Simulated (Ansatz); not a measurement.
Ansatz (a program for electronic structure) input file for C2H7BO3, SMILES B([C@H](C)O)(O)O, PBE/def2-SVPD. The structure is a stationary point at PBE0-D3(BJ)/def2-SVP. The structure was generated by enumeration; whether it is a known compound was not checked. One conformer was computed; it need not be the lowest.

Ansatz 0.2 input:
```yaml
crystal:
  periodic: [false, false, false]
  atoms:
    - {symbol: C, position_ang: [-1.73735994, -0.45563485, 0.61836396]}
    - {symbol: C, position_ang: [-0.68917119, 0.47664745, 0.03058522]}
    - {symbol: O, position_ang: [-0.84398571, 0.64273880, -1.37453429]}
    - {symbol: B, position_ang: [0.79400478, -0.06257518, 0.22659747]}
    - {symbol: O, position_ang: [1.57750422, -0.23875893, -0.86559483]}
    - {symbol: O, position_ang: [1.25232522, -0.34254152, 1.47361749]}
    - {symbol: H, position_ang: [-1.56687392, -0.59977115, 1.69557951]}
    - {symbol: H, position_ang: [-1.70019875, -1.44212846, 0.13023212]}
    - {symbol: H, position_ang: [-2.75764140, -0.05432613, 0.48995216]}
    - {symbol: H, position_ang: [-0.76219409, 1.45883889, 0.54359040]}
    - {symbol: H, position_ang: [-1.72542157, 0.97980599, -1.56344528]}
    - {symbol: H, position_ang: [1.05270833, 0.01256544, -1.64207842]}
    - {symbol: H, position_ang: [2.16203446, -0.65969088, 1.45158022]}
basis:
  gaussian:
    orbitals: def2-SVPD
hamiltonian:
  xc: {name: PBE}
```

Program output:

```
WARN ansatz: RAYON_NUM_THREADS=2 ignored (pool sized by the plan → 2); use --threads N
Functional definition: PBE
integrals: 0.12 GiB planned
1500 factors; their error is unknown
mean field: 0.85 GiB planned
mean field evaluation 1: about -8975.7453 eV, gradient 9.2e1 eV
mean field evaluation 2: about -8930.2094 eV, gradient 1.7e2 eV
mean field evaluation 4: about -8991.9745 eV, gradient 1.3e1 eV
mean field evaluation 8: about -8992.3296 eV, gradient 2.5e-1 eV
mean field evaluation 16: about -8992.2567 eV, gradient 4.4e-4 eV
mean field -8992.25673629 eV, -330.4593398880 hartree, gradient 2.8e-5 eV, S^2 0.000000; 0 other end points of the search recorded, 0 dependent functions left out
reference -8992.25679126 eV, -330.4593419081 hartree; 24, 24 occupied and 161, 161 virtual orbitals, 1500 factors
Total energy: -8992.25679126 eV, -330.4593419081 hartree
```

The run converged.

Cost: about 3 core-seconds (a rough figure).
